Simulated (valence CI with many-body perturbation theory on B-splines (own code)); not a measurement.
# From CI to CI+MBPT in Ba³³⁺

Calculated by valence CI with perturbative core correlation (CI+MBPT): five valence electrons over a frozen Dirac-Fock core [Ar], radial functions for each j: 7 s, 7 p, 8 d, 6 f, 4 g, 1 h, with the one-electron correlation potential Σ1 (screened to all orders), the two-electron term Σ2, the three-electron term Σ3, Breit, model QED; selected single and double excitations, second order for the rest (own B-spline code, finite nucleus).

No measured spectrum was set against this ion. As an estimate, large intervals hold to a few tenths of a per cent, small ones and those within an open d or f shell to about a per cent. Only levels of the ground parity were solved; by the run's estimate the other parity begins above the list, which can be wrong where configurations are misplaced.

Each rung adds one term. CI alone is the Dirac-Coulomb CI over the frozen core; QED comes last and gives the full result, which names the levels. Energies are above (3d3/2^4 3d5/2) J=5/2 on the same rung, in cm⁻¹.

Levels are named by their leading jj configuration (3d3/2^4 stands for four electrons in 3d with j = 3/2), which in mixed levels can hold well under half, so a name can repeat and another be missing. Letters in brackets count levels of one name in rising energy.

| Level | CI alone | Σ1 | Σ2 | Σ3 | Breit | QED | Full |
| --- | --- | --- | --- | --- | --- | --- | --- |
| (3d3/2^3 3d5/2^2) J=5/2 [a] | 103207 | +413 | +139 | +44 | -1105 | +173 | 102871 |
| (3d3/2^3 3d5/2^2) J=7/2 [a] | 170909 | +641 | -421 | -87 | -3969 | +251 | 167323 |
| (3d3/2^3 3d5/2^2) J=3/2 [a] | 176098 | +649 | -2116 | -582 | -1431 | +254 | 172873 |
| (3d3/2^3 3d5/2^2) J=11/2 | 182855 | +680 | +1997 | -936 | -8509 | +269 | 176357 |
| (3d3/2^3 3d5/2^2) J=9/2 | 201276 | +781 | +387 | -230 | -6350 | +307 | 196172 |
| (3d3/2^3 3d5/2^2) J=5/2 [b] | 206249 | +919 | -1010 | +57 | -4163 | +367 | 202420 |
| (3d3/2^3 3d5/2^2) J=1/2 | 216346 | +875 | -2523 | -289 | -2731 | +347 | 212025 |
| (3d3/2^3 3d5/2^2) J=7/2 [b] | 249726 | +827 | -2809 | -923 | -4485 | +304 | 242641 |
| (3d3/2^2 3d5/2^3) J=5/2 [a] | 266922 | +1233 | -708 | +323 | -4959 | +517 | 263328 |
| (3d3/2^2 3d5/2^3) J=7/2 [a] | 297839 | +1443 | -271 | -138 | -7547 | +607 | 291933 |
| (3d3/2^3 3d5/2^2) J=3/2 [b] | 298372 | +1089 | -2909 | +148 | -3696 | +425 | 293429 |
| (3d3/2^2 3d5/2^3) J=11/2 | 303688 | +1518 | +4291 | -873 | -11507 | +632 | 297749 |
| (3d3/2^2 3d5/2^3) J=9/2 [a] | 319310 | +1463 | +478 | -192 | -9567 | +601 | 312092 |
| (3d3/2^2 3d5/2^3) J=1/2 [a] | 321859 | +1638 | -1439 | +455 | -5511 | +685 | 317688 |
| (3d3/2^2 3d5/2^3) J=13/2 | 335170 | +1593 | +5156 | -1413 | -15460 | +657 | 325703 |
| (3d3/2^2 3d5/2^3) J=3/2 [a] | 331374 | +1625 | -371 | -311 | -5767 | +676 | 327224 |
| (3d3/2^2 3d5/2^3) J=5/2 [b] | 348437 | +1590 | -1675 | +191 | -7145 | +646 | 342044 |
| (3d3/2^2 3d5/2^3) J=9/2 [b] | 378322 | +1630 | +1052 | -993 | -9532 | +659 | 371138 |
| (3d3/2^2 3d5/2^3) J=7/2 [b] | 395058 | +1656 | -2670 | -13 | -10077 | +660 | 384613 |

The middle columns are the shifts that each term adds.

Question: How does the ionisation energy move along the ladder, and which term matters most?

Answer: CI alone 2130.6, + Σ1 2132.8, + Σ2 2142.5, + Σ3 2142.7, + Breit 2142.4, + QED 2142.4 eV. The largest step is Σ2, 9.7 eV. NIST lists 2142 ± 5 eV (theoretical).
